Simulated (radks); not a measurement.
The numbers below are computed, except where a source is named.
Pm60+, 1 electrons, occupied as 1s1. Code: a radial shooting solver on a logarithmic mesh with Libxc functionals. Model: Dirac Kohn-Sham, BLYP, spin-unpolarised, spherical densities, finite nucleus; Fermi nuclear charge, rms radius 4.962 fm.

Radial electron density D(r) = 4 pi r^2 rho(r):

| r (bohr) | D(r) (e/bohr) |
|---|---|
| 0.001198 | 2.019 |
| 0.001384 | 2.554 |
| 0.001611 | 3.263 |
| 0.001875 | 4.148 |
| 0.002183 | 5.245 |
| 0.002521 | 6.514 |
| 0.002935 | 8.131 |
| 0.003417 | 10.07 |
| 0.003946 | 12.21 |
| 0.004593 | 14.82 |
| 0.005348 | 17.74 |
| 0.006176 | 20.75 |
| 0.00719 | 24.07 |
| 0.00837 | 27.37 |
| 0.009744 | 30.39 |
| 0.01125 | 32.71 |
| 0.0131 | 34.28 |
| 0.01525 | 34.63 |
| 0.01761 | 33.60 |
| 0.0205 | 31.01 |
| 0.02387 | 27.02 |
| 0.02757 | 22.29 |
| 0.03209 | 16.86 |
| 0.03736 | 11.66 |
| 0.04349 | 7.253 |
| 0.05023 | 4.135 |
| 0.05848 | 1.991 |
| 0.06808 | 0.8130 |
| 0.07862 | 0.2919 |
| 0.09153 | 0.07984 |

D(r) has 1 maximum, at r = 0.0147 bohr.
